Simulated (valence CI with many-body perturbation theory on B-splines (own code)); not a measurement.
Questions on Rh XXXI

Method: valence CI with perturbative core correlation (CI+MBPT): five valence electrons over a frozen Dirac-Fock core [Ne], a basis of 9 s, 9 p, 8 d, 6 f, 3 g, 1 h functions for each j, with the one-electron correlation potential Σ1, the two-electron term Σ2, the three-electron term Σ3, Breit, model QED; selected CI, second order for the rest (own B-spline code, finite nucleus).

The last digits are not significant, and no measured levels were compared; by estimate large intervals hold to a few tenths of a per cent, small ones and those within an open d or f shell to about a per cent. Among the levels kept, up to 600 cm⁻¹ of a level comes from second order outside the variational space, and about a tenth of that is noise between levels of different J, which matters for small intervals.

Levels are named by their leading jj configuration (3d3/2^4 stands for four electrons in 3d with j = 3/2), which in mixed levels can hold well under half, so a name can repeat and another be missing.

Rates and lifetimes use the calculated energies. Strong lines usually hold to 10 to 20 %, long lifetimes can be off by a factor of two.

Task: What is the ground level?

Result: (3s^2 3p1/2^2 3p3/2) J=3/2, composition 40 % 3s2 3p3 4S° + 38 % 3s2 3p3 2P° + 21 % 3s2 3p3 2D°, g = 1.490.

Task: Where does the other parity begin?

Result: At (3s 3p1/2^2 3p3/2^2) J=5/2, 852460 cm⁻¹.

Task: What are the static dipole polarisabilities of the lowest levels?

Result: (3s^2 3p1/2^2 3p3/2) J=3/2 0.0291 (tensor 0.0019); (3s^2 3p1/2 3p3/2^2) J=3/2 0.0310 (tensor 0.0010); (3s^2 3p1/2 3p3/2^2) J=5/2 0.0308; (3s^2 3p1/2 3p3/2^2) J=1/2 0.0305 bohr³, of which the core gives 0.000432.

Task: How well does LS coupling describe the low levels?

Result: Among the lowest 20 levels the leading LS term, summed over configurations, holds 55 % on average. For single configurations the figures are 50 % in LS and 72 % in jj coupling. Terms mix most in the J = 3/2 level at 925630 cm⁻¹, where the leading one holds 33 %.

Task: Name the longest-lived excited levels whose lifetime is computed, and their main decay.

Result: (3s^2 3p1/2 3p3/2^2) J=5/2 at 273840 cm⁻¹ lives 21.0 μs, mostly by M1 to (3s^2 3p1/2^2 3p3/2) J=3/2; (3s^2 3p1/2 3p3/2^2) J=3/2 at 223750 cm⁻¹ lives 4.11 μs, mostly by M1 to (3s^2 3p1/2^2 3p3/2) J=3/2; (3s^2 3p1/2 3p3/2^2) J=1/2 at 337030 cm⁻¹ lives 3.77 μs, mostly by M1 to (3s^2 3p1/2^2 3p3/2) J=3/2. The lifetime of (3s^2 3p1/2 3p3/2 3d5/2) J=9/2 is too uncertain to give, and may be longer.
